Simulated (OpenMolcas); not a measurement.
## La2+: the spin-orbit constant, worked from levels

| Property | Result |
| --- | --- |
| Program | OpenMolcas |
| Basis | ANO-RCC-VTZP [8s7p5d3f2g1h] |
| Scalar Hamiltonian | DKH2, point nucleus |
| Active space | 1 electron in 6 orbitals (5d 6s) |
| State averaging | 2S+1 = 2 even, 6 roots |
| Spin-orbit coupling | state interaction with AMFI integrals over the reference wave functions, term energies averaged over their components |

Methods: CASSCF; SS-CASPT2, IPEA 0.25 Eh, imaginary shift 0.1 Eh (closed shells correlated: 5s 5p). Measured levels: Martin, Zalubas and Hagan, Atomic Energy Levels: The Rare-Earth Elements, NSRDS-NBS 60 (1978).

**The spin-orbit constant.** For the Hund term 2D of d1, E(J) = (A/2) J(J+1) + constant and ζ = 2S·A = A. From J = 3/2 to J = 5/2 the energy changes by 2.5 A.

```json
{"Source": "CASSCF", "E(5/2) - E(3/2)": "1592.8", "A": "637.1", "ζ": "637"}
{"Source": "SS-CASPT2", "E(5/2) - E(3/2)": "1592.8", "A": "637.1", "ζ": "637"}
{"Source": "measured", "E(5/2) - E(3/2)": "1603.2", "A": "641.3", "ζ": "641"}
```

All in cm-1. SS-CASPT2 is off by -0.6 % and CASSCF by -0.6 %. Both methods take the spin-orbit matrix elements from the reference wave functions, so the second can move ζ only through the term energies and any multistate remixing.

With one active electron the reference holds no correlation, so core polarisation is missing (holds for CASSCF). With one active electron, CASPT2 adds the correlation within the correlated inactive shells and between them and that electron, and leaves the splitting within a term as the reference gives it (holds for SS-CASPT2). Measured partners are found by configuration, term and J. A level has none where our copy of the source lacks it or the pairing is in doubt (some pairs that miss far off the trend of their configuration count as doubtful), and it then counts in no deviation. Levels of configurations outside the active space are missing.
